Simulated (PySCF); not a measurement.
ORD: SMILES C[C@@]1(C#N)CS[C@H]1F, C$_{5}$H$_{6}$FNS

Geometry:
| atom | x (Å) | y (Å) | z (Å) |
| --- | --- | --- | --- |
| C1 | 1.389 | 0.415 | 0.260 |
| C2 | -0.076 | 0.210 | -0.116 |
| C3 | -0.627 | 1.431 | -0.658 |
| N4 | -1.082 | 2.386 | -1.090 |
| C5 | -0.297 | -1.010 | -1.033 |
| S6 | -1.011 | -2.018 | 0.320 |
| C7 | -0.915 | -0.343 | 1.060 |
| F8 | -0.299 | -0.286 | 2.265 |
| H9 | 1.480 | 1.200 | 1.009 |
| H10 | 1.962 | 0.700 | -0.620 |
| H11 | 1.796 | -0.506 | 0.672 |
| H12 | 0.614 | -1.438 | -1.446 |
| H13 | -1.028 | -0.847 | -1.823 |
| H14 | -1.906 | 0.107 | 1.178 |

Method: TDDFT BHandHLYP/def2-SVPD circular dichroism and optical rotation, one conformer, gas phase (PySCF 2.14.0). Geometry: GFN2-xTB.

States above about 8.6 eV (minus the energy of the highest occupied orbital) lie near or above the ionisation threshold and depend on the basis.

Stereocentres: C2 R, C7 R.

Problem. What is the specific rotation at 633, 589.3, 546, 436, 405, 365, 355 nm?

Solution. [α] in deg dm⁻¹ (g/mL)⁻¹:
```
λ (nm)  origin-invariant length gauge  modified velocity gauge  length gauge (centre of mass)  isotropic polarisability (au)
   633                           +6.9                     +4.8                           +7.9                           79.0
 589.3                           +9.1                     +6.5                          +10.3                           79.2
   546                          +12.3                     +9.1                          +13.8                           79.6
   436                          +32.0                    +24.6                          +34.5                           80.9
   405                          +44.8                    +34.5                          +47.8                           81.5
   365                          +73.4                    +56.1                          +77.3                           82.5
   355                          +84.2                    +64.0                          +88.3                           82.9
```

Problem. And for the mirror image at 589.3 nm?

Solution. -9.1 deg dm⁻¹ (g/mL)⁻¹ (origin-invariant length gauge): the same size and the opposite sign.

Problem. What is the molar rotation [Φ] = [α]·M/100 of the geometry above at 589.3 nm?

Solution. With M = 131.17 g/mol, +11.9 deg cm² dmol⁻¹ (origin-invariant length gauge).

The first excitation lies at 4.89 eV (253 nm) with R = -0.7 × 10⁻⁴⁰ esu² cm² (velocity form).
